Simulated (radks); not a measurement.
Task: The rubidium ion Rb4+, [Ar] 3d10 4s2 4p3. Method: non-relativistic Kohn-Sham, PBE, spin-polarised, spherical densities, point nucleus; computed with a radial shooting solver on a logarithmic mesh with Libxc functionals. Every spin shell is full or empty, so the densities are truly spherical. Functionals are evaluated on that one density, not self-consistently. Rank these orbital-free kinetic functionals by their error against the exact value of the orbitals, and give that value: Thomas-Fermi, TF + vW/9, TF + vW/5, LC94, APBEK, revAPBEK, Perdew 92, Thakkar, Pearson, PG1, DePristo-Kress.

Result: Exact: 2933.74 hartree. From best to worst, with 100 (|E| - |E exact|)/|E exact| (equal figures are ties): LC94 +0.05, DePristo-Kress -0.07, APBEK +0.12, revAPBEK +0.33, Thakkar -0.48, Perdew 92 -0.70, TF + vW/9 -0.71, Pearson -1.06, TF + vW/5 +3.38, Thomas-Fermi -5.83, PG1 +17.10.
